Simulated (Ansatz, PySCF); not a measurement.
Nb(S)(F)(NH2)2 (FH4N2NbS), SMILES [S]=[Nb]([F])([NH2])[NH2], multiplicity 1. Atoms are numbered in the order given.

```xyz
9

Nb    -0.0992    -0.0190     0.0000
S      2.0565     0.0686     0.0000
F     -0.8013    -1.7729     0.0000
N     -0.7401     0.8939    -1.6199
H     -1.7262     1.0572    -1.8263
H     -0.1621     1.3159    -2.3443
N     -0.7401     0.8939     1.6199
H     -0.1621     1.3159     2.3443
H     -1.7262     1.0572     1.8263
```
Charge 0, spin multiplicity 1.

Geometry: B3LYP-D3(BJ)/def2-SVP. The spin state was assumed, not searched. The def2 effective core potentials stand for the cores of Nb; spin–orbit coupling is left out. The values are those of a single conformer.

Two levels are set side by side: PBE-D3(BJ)/def2-SVP (Ansatz, an electronic-structure program) and B3LYP-D3(BJ)/def2-SVP (Ansatz). Each level has its own optimised geometry; the coordinates shown are those of the second. Frequencies come from the Hessian of PySCF at each geometry. Differences are taken from unrounded values.

| quantity | B3LYP-D3(BJ) |
|---|---|
| mean bond length (Å) | 1.507 |
| bond Nb1–S2 (Å) | 2.157 |
| bond Nb1–F3 (Å) | 1.889 |
| bond Nb1–N4 (Å) | 1.967 |
| bond Nb1–N7 (Å) | 1.967 |
| bond N4–H5 (Å) | 1.021 |
| bond N4–H6 (Å) | 1.018 |
| bond N7–H8 (Å) | 1.018 |
| bond N7–H9 (Å) | 1.021 |
| highest harmonic wavenumber (cm⁻¹) | 3619 |
| mean harmonic wavenumber (cm⁻¹) | 1119 |
| zero-point energy (kcal/mol) | 33.59 |

What does PBE-D3(BJ) give, and how far is it from B3LYP-D3(BJ)? (Estimate from the structure and the level; the computed values follow.)


| quantity | PBE-D3(BJ) | PBE-D3(BJ) minus B3LYP-D3(BJ) |
|---|---|---|
| mean bond length (Å) | 1.513 | 0.006 |
| bond Nb1–S2 (Å) | 2.166 | 0.009 |
| bond Nb1–F3 (Å) | 1.894 | 0.004 |
| bond Nb1–N4 (Å) | 1.970 | 0.003 |
| bond Nb1–N7 (Å) | 1.970 | 0.003 |
| bond N4–H5 (Å) | 1.028 | 0.007 |
| bond N4–H6 (Å) | 1.025 | 0.007 |
| bond N7–H8 (Å) | 1.025 | 0.007 |
| bond N7–H9 (Å) | 1.028 | 0.007 |
| highest harmonic wavenumber (cm⁻¹) | 3551 | -68 |
| mean harmonic wavenumber (cm⁻¹) | 1091 | -28 |
| zero-point energy (kcal/mol) | 32.75 | -0.84 |

GGA bonds tend to be longer and softer than those of functionals with exact exchange. Differences between two approximate levels are no errors against the true value.
